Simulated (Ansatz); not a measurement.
Consider the formal exchange of groups at the Si–C bond: `O[SiH2]C[Si](O)(Cl)Cl` + `CON` → `N[Si](O)(Cl)Cl` + `COC[SiH2]O`.

Computed with Ansatz on PBE0-D4/def2-TZVP structures; ΔE is electronic, products minus reactants. CCSD(T)/CBS adds triple-zeta CCSD(T) − MP2 to the extrapolated MP2 energy (def2 sets, frozen cores). This one scheme is used for every species. DFT in def2-TZVPP. B3LYP here is the variant with VWN-RPA as its local correlation; programs differ in this. Each species was taken in one conformer, which may not be the lowest.

Q: Is it downhill or uphill in electronic energy at CCSD(T)/CBS, and by how much? (Best estimate.)

A: Ansatz gave: Downhill: ΔE = -37.0 kcal/mol.

Q: What do these levels give: PBE-D4, PBE0-D4, B3LYP-D4, ωB97X-V, ωB97M-V, PBE, r2SCAN, MP2/def2-TZVPP, SCS-MP2/def2-TZVPP, HF/def2-QZVPP, MP2/CBS(def2), CCSD/CBS(def2)? (Estimate.)

A: The calculation gave: PBE-D4 -33.0, PBE0-D4 -34.7, B3LYP-D4 -35.7, ωB97X-V -35.3, ωB97M-V -35.8, PBE -33.6, r2SCAN -36.0, MP2/def2-TZVPP -37.7, SCS-MP2/def2-TZVPP -37.5, HF/def2-QZVPP -41.5, MP2/CBS(def2) -38.5, CCSD/CBS(def2) -37.9 kcal/mol.

Largest T1 diagnostic among the species: 0.011.

In def2-TZVPP, CCSD(T) changes the Hartree–Fock value by +4.9 kcal/mol (the triples alone add +0.9 kcal/mol) and MP2 by +3.4 kcal/mol. The D4 term adds +1.0 kcal/mol with B3LYP and +0.7 kcal/mol with PBE0; it sums over pairs of atoms, weighted by their polarisabilities, and B3LYP, whose exchange is more repulsive, gets the larger term. From PBE to PBE0 (25 % exact exchange), in def2-TZVPP and without D4, ΔE moves by −1.7 kcal/mol.
